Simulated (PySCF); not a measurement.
**Computed properties of SnF, SMILES [F][Sn+]**

SnF, SMILES [F][Sn+] (connectivity only; charge and spin as stated), charge +1, multiplicity 1. Geometry: B3LYP-D3(BJ)/def2-TZVP. The spin state was assumed, not searched. The def2 effective core potentials stand for the cores of Sn; spin–orbit coupling is left out. The values are those of a single conformer. All values are computed for the isolated molecule unless a solvent is named; none is compared with measurement here.

**Structure.** The optimised structure has C∞v symmetry. All 1 harmonic modes at B3LYP-D3(BJ)/def2-TZVP (PySCF) are real, so it is a minimum.

**Vibrations.** The strongest infrared lines (harmonic, unscaled, degenerate partners summed) lie at 676 cm⁻¹ (84 km/mol, F 86 %, Sn 14 %). The softest mode is at 676 cm⁻¹ and the zero-point energy is 1.0 kcal/mol.

**Electronic structure.** PBE0/def2-TZVPD (PySCF) places the frontier levels at -16.43 and -9.31 eV, a gap of 7.12 eV and a mean polarisability of 25.8 bohr³.

**Excitations.** TDDFT-M06-2X/def2-TZVPD (PySCF) has S1 at 6.13 eV (202 nm, f = 0.261, bright); the most intense of the 10 singlets computed lies at 9.49 eV (f = 0.85). Strengths of degenerate partners are summed. T1 (TDA) is at 4.52 eV. No vertical singlet excitation falls in the visible range (under 3.1 eV).
